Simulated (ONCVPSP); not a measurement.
## Ca: one change to an ONCV potential, before and after

```
Element                 : Ca
Generator               : ONCVPSP 4.0.1
Type                    : optimised norm-conserving Vanderbilt (ONCV)
Functional              : LDA (Perdew-Zunger)
Relativity              : scalar-relativistic
Frozen core             : [Ar]
Valence charge          : 2
Reference configuration : 4s1.5 4p0.5
Partial waves           : 4s: rc 3.55 bohr, ncon 4, nbas 8, qcut 2.3 1/bohr, 2 projectors, debl 0.6 Ha; 4p: rc 3.70 bohr, ncon 4, nbas 7, qcut 2.5 1/bohr, 2 projectors, debl 2.4 Ha; d scattering state at 0.24 Ha: rc 3.90 bohr, ncon 3, nbas 7, qcut 2.7 1/bohr, 2 projectors, debl 1 Ha
Local potential         : polynomial inside 3.10 bohr (lpopt 4, dvloc0 2 Ha)
Core correction         : none
```

In the d channel the program set the typed energies aside and used -0.099, 0.901 Ha.

Change: all radii scaled by about 0.90 (s 3.20, p 3.34, d 3.52 bohr); local potential polynomial inside 2.80 bohr (lpopt 4, dvloc0 2 Ha).

Cutoffs: the cutoffs (Ha) at which the residual kinetic energy of the hardest occupied pseudo-wave falls to 1 and 0.1 mHa per electron; they do not see the model core or the augmentation charge, which bear on the density cutoff. Errors are all-electron minus pseudo energies relative to the spin-unpolarised reference configuration.

How do hardness, ghosts and transferability respond?

The potential gets neither clearly harder nor softer (1.9 Ha and 2.7 Ha → 2.0 Ha and 2.9 Ha); the s channel sets the loose cutoff, while the largest relative change is in p, which becomes softer; the lowest positive-energy flag moves from none to s at 34.5 eV; the errors of the 4 common tests hardly move; neither file shows a bound ghost.

| quantity | base | changed |
| --- | --- | --- |
| cutoff, loose | 1.9 Ha | 2.0 Ha |
| cutoff, tight | 2.7 Ha | 2.9 Ha |
| loose cutoff by channel | s 1.9 Ha, p 1.1 Ha | s 2.0 Ha, p 0.9 Ha |
| bound ghosts | none | none |
| GHOST(+) flags under 300 eV | none | s at 34.5 eV |
| error for 4s2 4p0, meV [ΔE -1.23 eV] | +2.9 | +3.2 |
| error for 4s1 4p0, meV [ΔE 5.23 eV] | +16 | +16 |
| error for 4s1.5 4p0, meV [ΔE 1.34 eV] | +0.5 | +0.4 |
| error for 3d1 4s1 4p0, meV [ΔE 1.01 eV] | +574 | +580 |

Base: The cutoffs count occupied waves only; projector 2 of the d channel, the hardest unoccupied one, needs 19 Ha at the loose tolerance. Changed file: The cutoffs count occupied waves only; projector 2 of the d channel, the hardest unoccupied one, needs 26 Ha at the loose tolerance.
